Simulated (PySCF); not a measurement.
Calculation: PySCF 2.14.0 with PBE-D3(BJ)/def2-TZVP // B3LYP-D3(BJ)/def2-TZVP. All species are isolated molecules in the gas phase. One relaxed conformer stands for a flexible species; it need not be the lowest. Excitations are Tamm–Dancoff values on a coarser integration grid. The basis has no diffuse functions, so Rydberg states are missing or too high.

Reference species (SMILES): `C(=O)(C)C=O` (O–C–C–O torsion 180°) (neutral, multiplicity 1).

The T1 excitation (TDA) is 1.73 eV and the S1 oscillator strength is 0.000.

Changed species: `N#CC=O` (X = cyano; the reference has X = acetyl).

**Question.** Give the shifts of the T1 excitation (TDA) and S1 oscillator strength.

**Answer.** the T1 excitation (TDA) rises by 1.16 eV, to 2.89 eV; the S1 oscillator strength stays essentially unchanged.
